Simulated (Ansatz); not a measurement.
Reaction (formal exchange of groups at the In–B bond): `[BH2][InH][F]` + `ClCI` → `[F][InH][CH2]I` + `BCl`

Computed with Ansatz on PBE0-D4/def2-TZVP structures; ΔE is electronic, products minus reactants. CCSD(T)/CBS is the MP2 limit (def2-TZVPP, def2-QZVPP) plus CCSD(T) − MP2 in def2-TZVPP, frozen cores. This one scheme is used for every species. DFT in def2-TZVPP. Elements past krypton have def2 core potentials. For I, In outer-core shells are correlated without core-valence functions, which leaves a few kJ/mol of doubt a bond. Each species was taken in one conformer, which may not be the lowest.

`[BH2][InH][F]`:

Cartesian coordinates in Å:
```
B -1.129 0.278 -0.473
In 0.837 -0.030 0.553
F 1.808 -1.455 -0.408
H -2.095 -0.348 -0.153
H -1.239 1.057 -1.371
H 1.817 0.498 1.852
```

`ClCI`:

Cartesian coordinates in Å:
```
Cl -1.539 0.097 0.781
C -0.043 0.137 -0.133
I 1.441 -1.225 0.575
H 0.390 1.129 -0.062
H -0.248 -0.138 -1.162
```

`[F][InH][CH2]I`:

Cartesian coordinates in Å:
```
F 1.048 -1.875 1.281
In 0.819 0.021 0.830
C -0.394 0.129 -0.925
I -2.334 0.514 -0.065
H 1.535 1.083 1.941
H -0.475 -0.818 -1.451
H -0.199 0.947 -1.611
```

`BCl`:

Z-matrix (Å, degrees):
```
B
Cl 1 1.733
H 1 1.190 2 118.1
H 1 1.190 2 118.1 3 180.0
```

CCSD(T)/CBS gives -175.6 kJ/mol.

Q: Another level gave -164.9 kJ/mol. Which?
A. BLYP-D4/def2-TZVPP
B. SCS-MP2/def2-TZVPP
C. CAM-B3LYP/def2-TZVPP
D. B2PLYP/def2-TZVPP

A: C. CAM-B3LYP -164.9, SCS-MP2/def2-TZVPP -175.1, B2PLYP -171.1, BLYP-D4 -160.2 kJ/mol.

Largest T1 diagnostic among the species: 0.015.

At CCSD(T), def2-SVP lies −13.6 kJ/mol from the extrapolated value and def2-TZVPP +0.5 kJ/mol. Leaving LDA and LC-ωPBE aside and taking each functional with its dispersion term where it has one, the values, not all of them listed here, spread over 16.3 kJ/mol, from PBE-QIDH to revPBE-D4. LDA lies −5.0 kJ/mol from PBE without D4.
